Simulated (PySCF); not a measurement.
Hg(I)2, SMILES [Hg]([I])[I], singlet (B3LYP/def2-SVP optimised geometry):

```
3

Hg     0.000     0.000     0.000
I     -2.641     0.000     0.000
I      2.641     0.000     0.000
```

Calculation: B3LYP/def2-TZVP, def2 effective core potentials past Kr (PySCF).

Task: What are the frontier orbital energies and the dipole moment?

Result: HOMO-2 -7.83 eV, HOMO-1 -7.47 eV, HOMO -7.47 eV, LUMO -3.21 eV, LUMO+1 -1.15 eV; dipole moment 0.00 D.

On the same geometry PBE/def2-TZVP, def2 effective core potentials past Kr run with PySCF gives HOMO-2 -6.96 eV, HOMO-1 -6.61 eV, HOMO -6.61 eV, LUMO -3.74 eV, LUMO+1 -1.55 eV; dipole moment 0.00 D.
